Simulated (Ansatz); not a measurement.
Relaxation of CH₂NTe (5 atoms, charge 1, multiplicity 1), to a largest force component of 0.02 eV/Å in at most 50 steps.

Theory: RKS PBE/def2-SVP in Ansatz.

```xyz
5
Properties=species:S:1:pos:R:3
N -1.095 -0.723 -0.218
C -0.148 -0.201 0.180
Te 1.491 0.636 1.004
H -1.921 -1.175 -0.575
H 1.672 1.463 -0.392
```

Task: Where does it end, and by what steps?

Result: The forces met the threshold. Limits of this set-up: the dipole of an ion depends on the origin. After 3 steps the energy has fallen by 0.060 eV; H5 moved furthest, 0.05 Å.

```
step  energy less start (eV)  largest force component (eV/Å)  accepted
   0                  0.0000                           1.179       yes
   1                 -0.0565                           0.298       yes
   2                 -0.0598                           0.048       yes
   3                 -0.0599                           0.011       yes
```

```xyz
5
Properties=species:S:1:pos:R:3
N -1.113 -0.736 -0.220
C -0.154 -0.212 0.192
Te 1.516 0.642 1.030
H -1.951 -1.190 -0.590
H 1.702 1.496 -0.413
```

Whether the end is a true minimum wasn't checked by a vibrational analysis.

The run took 7.1 s on 1 thread of Arm Neoverse V1, on a shared host, peak memory 0.12 GiB.
